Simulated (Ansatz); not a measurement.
Gas-phase electronic energies from Ansatz, PBE0-D4/def2-TZVP geometries. CCSD(T)/CBS is the MP2 limit (def2-TZVPP, def2-QZVPP) plus CCSD(T) − MP2 in def2-TZVPP, frozen cores. This one scheme is used for every species. For Ga outer-core shells are correlated without core-valence functions, which leaves a few kJ/mol of doubt a bond. Scalar relativity is left out up to krypton. One conformer a species, not always the lowest.

Reaction (cleavage of the Si–Ga bond): `P[SiH2][GaH2]` + NH₃ → `N[SiH2]P` + `[GaH3]`

`P[SiH2][GaH2]`:

```xyz
9

P    -1.673    0.911    0.696
Si   -0.349   -0.685   -0.216
Ga    1.731    0.344   -0.879
H    -0.840    1.088    1.832
H    -2.541    0.002    1.358
H    -1.099   -1.255   -1.370
H    -0.079   -1.803    0.736
H     2.584    1.108    0.201
H     2.266    0.289   -2.357
```

NH₃:

Cartesian coordinates in Å:
```
N -0.179 0.176 0.128
H 0.522 0.674 -0.406
H 0.314 -0.408 0.793
H -0.657 -0.443 -0.514
```

`N[SiH2]P`:

Z-matrix (Å, degrees):
```
Si
P 1 2.257
N 1 1.718 2 108.0
H 1 1.494 2 110.1 3 -126.2
H 1 1.487 2 109.1 3 115.8
H 2 1.424 1 92.6 3 68.3
H 2 1.423 1 93.3 3 161.0
H 3 1.007 1 119.9 2 149.4
H 3 1.007 1 121.1 2 -63.7
```

`[GaH3]`:

```xyz
4

Ga    0.000    0.000    0.000
H    -1.012   -0.916   -0.772
H     0.885    1.028   -0.787
H     0.128   -0.112    1.559
```

| species | CCSD(T)/CBS(def2) energy (Eh) |
| --- | --- |
| `P[SiH2][GaH2]` | -2557.54159 |
| NH₃ | -56.50880 |
| `N[SiH2]P` | -688.35145 |
| `[GaH3]` | -1925.70545 |

Question: Work out ΔE.

Answer: ΔE = (-688.35145) + (-1925.70545) − (-2557.54159) − (-56.50880) = -0.00651 Eh = -4.1 kcal/mol.

Largest T1 diagnostic among the species: 0.014.

In def2-TZVPP, CCSD(T) changes the Hartree–Fock value by +4.8 kcal/mol (the triples alone add +0.6 kcal/mol) and MP2 by +3.5 kcal/mol. From PBE to PBE0 (25 % exact exchange), in def2-TZVPP and without D4, ΔE moves by −1.3 kcal/mol.
